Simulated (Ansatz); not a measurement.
Frontier orbitals of `O[Si](S)(S)Cl`.

Cartesian coordinates in Å:
```
O 1.155 -0.807 0.985
Si -0.151 -0.152 0.267
S 0.057 1.894 0.746
S -0.304 -0.544 -1.812
Cl -1.875 -0.984 1.003
H 1.256 -1.760 0.937
H -0.978 2.246 -0.035
H 0.839 0.108 -2.092
```

Total charge 0; spin multiplicity 1. The structure was optimised at the PBE0-D4/def2-TZVP level. It is one conformer, not always the lowest. Basis def2-TZVPP, Ansatz 0.2.0.

```tsv
functional	HOMO (eV)	LUMO (eV)	gap (eV)
PBE	-6.44	-1.11	5.33
revPBE	-6.39	-1.02	5.37
BLYP	-6.25	-0.98	5.27
PBE0	-7.69	-0.17	7.52
B3LYP	-7.42	-0.40	7.02
r2SCANh	-7.20	-0.50	6.70
r2SCAN0	-7.88	0.00	7.88
ωB97X-V	-10.04	1.99	12.03
ωB97M-V	-9.85	1.74	11.59
```

A quarter of exact exchange (PBE0) shifts PBE's HOMO by −1.25 eV and its LUMO by +0.94 eV; full exchange at long range (ωB97M-V) shifts them by −3.41 and +2.85 eV. The gap opens from 5.33 to 11.59 eV, since occupied levels lose self-interaction and empty ones feel all the electrons. A positive LUMO is unbound and depends on the basis.

B3LYP here is the variant with VWN-RPA as its local correlation; programs differ in this.
